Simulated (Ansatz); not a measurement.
Species: sum formula H₅SiNO₃ (charge 0, singlet). SMILES: N[Si](O)(O)O
Coordinates optimised at B3LYP-D3(BJ)/def2-TZVP (Ansatz, an electronic-structure program):
```xyz
10

N     -0.1832    -0.0680    -1.6785
Si    -0.0106    -0.0090     0.0175
O     -1.1223    -0.9063     0.8086
O     -0.2249     1.5439     0.5139
O      1.4594    -0.6274     0.4180
H     -0.9703     0.3911    -2.1107
H      0.0460    -0.9191    -2.1686
H     -1.0865    -0.9209     1.7683
H      0.3112     2.2244     0.1009
H      2.2339    -0.2542    -0.0086
```

Atomisation energy built up term by term with Ansatz (kcal/mol; UHF references for open shells; valence terms freeze the core; atomic spin-orbit terms are left out). Basis-set limits of correlation are two-point, X^-3; Hartree-Fock from the larger set.

| term | basis | kcal/mol |
|---|---|---|
| Hartree-Fock | aug-cc-pV(Q+d)Z | 656.25 |
| CCSD correlation | CBS(aug-cc-pV(T+d)Z,aug-cc-pV(Q+d)Z) | … |
| (T) | CBS(aug-cc-pV(T+d)Z,aug-cc-pV(Q+d)Z) | … |
| core correlation | cc-pwCVTZ | 2.03 |
| scalar relativity (X2C) | cc-pVTZ-DK against cc-pVTZ | -2.09 |
| sum: De |  | … |

Problem. What belongs in the gaps?

Solution. 
- CCSD correlation, kcal/mol: 284.69
- (T), kcal/mol: 17.69
- sum: De, kcal/mol: 958.6
